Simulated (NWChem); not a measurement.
The numbers come from NWChem runs, not from measurements. System: C$_{3}$H$_{2}$F$_{3}$, charge 0, spin multiplicity 2, displaced from the optimised geometry. The structure started from a generated list of species. Its SCF solution wasn't tested for a lower state.

Input file:

```
start mol
memory heap 200 mb stack 900 mb global 1100 mb
geometry units angstroms nocenter noautoz
  F     -2.700400    -0.246827     0.000000
  C     -1.461841     0.323087     0.000000
  C     -0.315539    -0.507252     0.000000
  C      1.005057    -0.043713     0.000000
  F      2.085827    -0.842926     0.000000
  F      1.343312     1.261252     0.000000
  H     -1.467249     1.436225     0.000000
  H     -0.457470    -1.612451     0.000000
  symmetry group Cs
end
basis spherical
  * library def2-svp
end
dft
  xc pbe0
  odft
  mult 2
  semidirect memsize 60000000 filesize 0
  iterations 100
  convergence nodiis damp 40
end
task dft gradient
```

The output up to the point where the run's verdict is printed (cleaned and shortened):

```
             Northwest Computational Chemistry Package (NWChem) 7.3.0
             --------------------------------------------------------

                                NWChem Input Module
                                -------------------

 Scaling coordinates for geometry "geometry" by  1.889725989
 (inverse scale =  0.529177249)

 Turning off AUTOSYM since
 SYMMETRY directive was detected!

                             Geometry "geometry" -> ""
                             -------------------------

 Output coordinates in angstroms (scale by  1.889725989 to convert to a.u.)

  No.       Tag          Charge          X              Y              Z
 ---- ---------------- ---------- -------------- -------------- --------------
    1 F                    9.0000    -2.70040000    -0.24682700     0.00000000
    2 C                    6.0000    -1.46184100     0.32308700     0.00000000
    3 C                    6.0000    -0.31553900    -0.50725200     0.00000000
    4 C                    6.0000     1.00505700    -0.04371300     0.00000000
    5 F                    9.0000     2.08582700    -0.84292600     0.00000000
    6 F                    9.0000     1.34331200     1.26125200     0.00000000
    7 H                    1.0000    -1.46724900     1.43622500     0.00000000
    8 H                    1.0000    -0.45747000    -1.61245100     0.00000000

 Effective nuclear repulsion energy (a.u.)     218.0695796350

            Nuclear Dipole moment (a.u.)
            ----------------------------
        X                 Y               Z
 ---------------- ---------------- ----------------
    -0.0000113384    -0.0000056692     0.0000000000

      Symmetry information
      --------------------

 Group name             Cs
 Group number              2
 Group order               2
 No. of unique centers     8

      Symmetry unique atoms

     1    2    3    4    5    6    7    8


 Summary of "ao basis" -> "" (spherical)
 ------------------------------------------------------------------------------
       Tag                 Description            Shells   Functions and Types
[...]
 d= 0,ls=0.5         73   -133.7352873618  1.06D+02  1.78D-01              43.2
                                                     1.65D-01
 d= 0,ls=0.5         74   -239.6392946280 -1.06D+02  1.78D-01              43.9
                                                     1.65D-01
 d= 0,ls=0.5         75   -133.7352873618  1.06D+02  1.78D-01              44.4
                                                     1.65D-01
 d= 0,ls=0.5         76   -239.6392946280 -1.06D+02  1.78D-01              45.1
                                                     1.65D-01
 d= 0,ls=0.5         77   -133.7352873618  1.06D+02  1.78D-01              45.7
                                                     1.65D-01
 d= 0,ls=0.5         78   -239.6392946280 -1.06D+02  1.78D-01              46.3
                                                     1.65D-01
 d= 0,ls=0.5         79   -133.7352873618  1.06D+02  1.78D-01              47.0
                                                     1.65D-01
 d= 0,ls=0.5         80   -239.6392946280 -1.06D+02  1.78D-01              47.6
                                                     1.65D-01
 d= 0,ls=0.5         81   -133.7352873618  1.06D+02  1.78D-01              48.3
                                                     1.65D-01
 d= 0,ls=0.5         82   -239.6392946280 -1.06D+02  1.78D-01              48.9
                                                     1.65D-01
 d= 0,ls=0.5         83   -133.7352873618  1.06D+02  1.78D-01              49.4
                                                     1.65D-01
 d= 0,ls=0.5         84   -239.6392946280 -1.06D+02  1.78D-01              50.0
                                                     1.65D-01
 d= 0,ls=0.5         85   -133.7352873618  1.06D+02  1.78D-01              50.6
                                                     1.65D-01
 d= 0,ls=0.5         86   -239.6392946280 -1.06D+02  1.78D-01              51.3
                                                     1.65D-01
 d= 0,ls=0.5         87   -133.7352873618  1.06D+02  1.78D-01              51.9
                                                     1.65D-01
 d= 0,ls=0.5         88   -239.6392946280 -1.06D+02  1.78D-01              52.5
                                                     1.65D-01
 d= 0,ls=0.5         89   -133.7352873618  1.06D+02  1.78D-01              53.1
                                                     1.65D-01
 d= 0,ls=0.5         90   -239.6392946280 -1.06D+02  1.78D-01              53.7
                                                     1.65D-01
 d= 0,ls=0.5         91   -133.7352873618  1.06D+02  1.78D-01              54.3
                                                     1.65D-01
 d= 0,ls=0.5         92   -239.6392946280 -1.06D+02  1.78D-01              54.8
                                                     1.65D-01
 d= 0,ls=0.5         93   -133.7352873618  1.06D+02  1.78D-01              55.2
                                                     1.65D-01
 d= 0,ls=0.5         94   -239.6392946280 -1.06D+02  1.78D-01              55.7
                                                     1.65D-01
 d= 0,ls=0.5         95   -133.7352873618  1.06D+02  1.78D-01              56.2
                                                     1.65D-01
 d= 0,ls=0.5         96   -239.6392946280 -1.06D+02  1.78D-01              56.7
                                                     1.65D-01
 d= 0,ls=0.5         97   -133.7352873618  1.06D+02  1.78D-01              57.3
                                                     1.65D-01
 d= 0,ls=0.5         98   -239.6392946280 -1.06D+02  1.78D-01              57.9
                                                     1.65D-01
 d= 0,ls=0.5         99   -133.7352873618  1.06D+02  1.78D-01              58.5
                                                     1.65D-01
 d= 0,ls=0.5        100   -239.6392946280 -1.06D+02  1.78D-01              59.2
                                                     1.65D-01
```

The run did not converge; its last values are not results. The next line reads: Calculation failed to converge. NWChem stopped with the message: dft gradient failed.
